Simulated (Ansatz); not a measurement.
C11H14OZr (`[CH3][Zr]12345678([OH])([C@H]9[C@@H]1[C@@H]2[C@@H]3[C@H]94)[C@H]1[C@@H]5[C@@H]6[C@@H]7[C@H]18`), 27 atoms. Total charge 0; spin multiplicity 1. Correlated methods include outer-core shells of Zr, which these sets cover unevenly. Zr: def2 effective core potential. Hardware: A = 11 threads of an AMD EPYC 7R13 on a shared host and a whole NVIDIA H100 80 GB; B = 11 threads of an AMD EPYC 7R13 on a shared host. Correlated methods freeze the cores.

Problem. Give the basis size and wall time and peak host memory of each of these runs in Ansatz. RHF-CCSD(T)/def2-TZVPP energy [A]; RKS PBE0-D4/def2-TZVP relaxation (67 steps) [A]; RKS r2SCANh-D4/def2-TZVPP energy [A]; direct RPA on PBE orbitals/def2-TZVPP energy [A]; RKS CAM-B3LYP-D4/def2-TZVPP energy [A]; RKS PBE0-D4/def2-QZVPP energy [A]; RHF-MP2/def2-QZVPP energy [A]; RKS ωB97M-V/def2-SVP energy [B]; RKS BHLYP-D4/def2-TZVPP energy [A]; RKS ωB97M-V/def2-QZVPP energy [A]; RKS B2PLYP (frozen core)/def2-TZVPP energy [A]; RKS PBE0-D4/def2-SVP energy [B]. (An estimate is asked.)

Solution. Ansatz gave: Other jobs shared the machine, so times are rough.

```csv
level,job,functions,wall time,peak host memory (GiB)
RKS BHLYP-D4/def2-TZVPP,energy [A],624,2.3 s,1.9
RKS CAM-B3LYP-D4/def2-TZVPP,energy [A],624,2.6 s,1.9
RKS r2SCANh-D4/def2-TZVPP,energy [A],624,2.8 s,1.9
RKS PBE0-D4/def2-SVP,energy [B],269,3.5 s,1.9
RKS B2PLYP (frozen core)/def2-TZVPP,energy [A],624,3.7 s,4.6
RKS PBE0-D4/def2-QZVPP,energy [A],1185,4.5 s,1.9
direct RPA on PBE orbitals/def2-TZVPP,energy [A],624,4.5 s,4.7
RKS ωB97M-V/def2-QZVPP,energy [A],1185,7 s,2.1
RHF-MP2/def2-QZVPP,energy [A],1185,7.5 s,2.1
RKS ωB97M-V/def2-SVP,energy [B],269,9.5 s,2.2
RKS PBE0-D4/def2-TZVP,relaxation (67 steps) [A],496,95 s,1.4
RHF-CCSD(T)/def2-TZVPP,energy [A],624,110 s,4.4
```
